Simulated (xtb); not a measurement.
xtb input:

```bash
xtb mol.xyz --gfn 2 --sp --chrg -1 --uhf 0
```
mol.xyz:
```
4

Ge    -0.08275598     0.53781547     0.33165785
Cl     1.82797786    -0.31650379    -0.26015654
Cl    -1.66244819    -0.72097814    -0.47520065
H     -0.16581297     0.42709784     1.88802085
```

Q: Which total energy does the run end on?

A: -11.86895 Eh (GFN2-xTB).

This state (charge -1, singlet) is run at the relaxed geometry of the species with charge 0 and multiplicity 2.
